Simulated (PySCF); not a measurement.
**Electron correlation in O⁻ (oxygen, charge -1)**

[He] 2s2 2p5, 2P determinant. All numbers are calculated (PySCF 2.14, the spin-free X2C one-electron Hamiltonian (Gaussian nucleus), in x2c-TZVPPall with one added diffuse shell each of s, p, d type (6s4p3d1f, 40 functions)). Frozen: 1s2; 7 electrons correlated.

MP2 pair energies summed by pair of shells (mhartree):

```tsv
pair	energy	share (%)
2p-2p	-131.75	61.6
2s-2p	-71.42	33.4
2s-2s	-10.76	5.0
```

Total MP2 correlation energy: -213.92 mhartree.

Same-spin part -53.28 and opposite-spin part -160.64 mhartree; SCS-MP2 scales them by 1/3 and 6/5 to -210.53 mhartree.
